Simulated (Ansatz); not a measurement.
`B[C](=C)[AlH2]` + `C=C=CN` → `BNC=C=C` + `C=[CH][AlH2]` at 700 K and 1 bar (ligand exchange at a B–C bond).

Calculated with Ansatz (gas phase, PBE0-D4/def2-TZVP geometries, no zero-point term in ΔE). CCSD(T)/CBS is the MP2 limit (def2-TZVPP, def2-QZVPP) plus CCSD(T) − MP2 in def2-TZVPP, frozen cores. One conformer a species, not always the lowest.

| species | CCSD(T)/CBS energy (Eh) | H − E (kJ/mol) | S (J/(mol·K)) |
| --- | --- | --- | --- |
| `B[C](=C)[AlH2]` | -346.46179 | 246.4 | 444.7 |
| `C=C=CN` | -171.79482 | 251.3 | 372.9 |
| `BNC=C=C` | -197.22529 | 297.5 | 419.7 |
| `C=[CH][AlH2]` | -321.08307 | 200.7 | 372.7 |

H − E and S are ideal-gas, rigid-rotor, harmonic terms from PBE0-D4/def2-TZVP, for one conformer and one mirror image of each species. 1 Eh = 2625.50 kJ/mol, R = 8.31446 J/(mol·K).

Q: By hand: ΔE, ΔH, ΔS and ΔG.

A: ΔE = (-197.22529) + (-321.08307) − (-346.46179) − (-171.79482) = -0.05175 Eh = -135.9 kJ/mol. Δ(H − E) = 297.5 + 200.7 − 246.4 − 251.3 = 0.5, so ΔH = -135.4 kJ/mol. ΔS = 419.7 + 372.7 − 444.7 − 372.9 = -25.2 J/(mol·K). ΔG = -135.4 − 700 × (-25.2)/1000 = -117.8 kJ/mol.

Q: By hand: the equilibrium constant, and the temperature at which ΔG would vanish if ΔH and ΔS stayed fixed.

A: log₁₀ K = −ΔG/(RT ln 10) = 8.8. ΔG = 0 at ΔH/ΔS = 5373 K, far beyond where these terms or the molecules hold.

ΔH outweighs TΔS. A doubt of 5 kJ/mol in ΔE shifts log₁₀ K by 0.4 here. Other conformers and mirror images would add mixing entropy, several J/(mol·K) or more a flexible species. Modes under 60 cm⁻¹, often nearly free rotors, make the harmonic entropy too high. These are equilibria of isolated gas molecules and say nothing of rates. Largest T1 diagnostic: 0.014 (customary marks: 0.02 for closed shells, 0.045 for open ones).
